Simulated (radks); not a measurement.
Radial electron density D(r) = 4 pi r^2 rho(r) of an atom or ion with 14 electrons. Calculated with a radial shooting solver on a logarithmic mesh with Libxc functionals: scalar-relativistic Kohn-Sham, SCAN, spin-polarised, spherical densities, finite nucleus; meta-GGA in the generalised Kohn-Sham scheme; Fermi nuclear charge, rms radius of each element as measured or else 0.836 A^(1/3) + 0.57 fm.

```
   r/bohr * D(r) (the largest magnitude, 83, reaches the edge; | marks zero)
0.0009127 |*
 0.001133 | *
 0.001406 |  *
 0.001759 |   *
 0.002183 |    *
 0.002709 |       *
 0.003362 |          *
 0.004173 |             *
 0.005179 |                  *
 0.006479 |                        *
 0.008042 |                              *
 0.009981 |                                     *
  0.01239 |                                          *
  0.01537 |                                              *
  0.01908 |                                              *
  0.02387 |                                            *
  0.02963 |                                        *
  0.03677 |                                      *
  0.04563 |                                         *
  0.05664 |                                               *
  0.07029 |                                                      *
  0.08794 |                                                     *
   0.1091 |                                          *
   0.1355 |                          *
   0.1681 |                *
   0.2086 |              *
    0.261 |             *
    0.324 |        *
   0.4021 |  *
    0.499 |*
   0.6193 *
   0.7686 *
```

What is the nuclear charge?

Answer. Z = 55. The innermost maximum, from 1s, lies near gamma/Z bohr with gamma = sqrt(1 - (Z/c)^2) = 0.916, here 0.0167 bohr (found: 0.0179), and its height grows with Z. The density is that of the caesium ion Cs41+ in [Ne] 3s2 3p2; the configuration itself is not fixed sharply by these data, and Z only to a few units. D(r) has 2 maxima, at r = 0.0179, 0.0774 bohr, and minima at 0.0368 bohr, inside which lie 2.03 electrons.
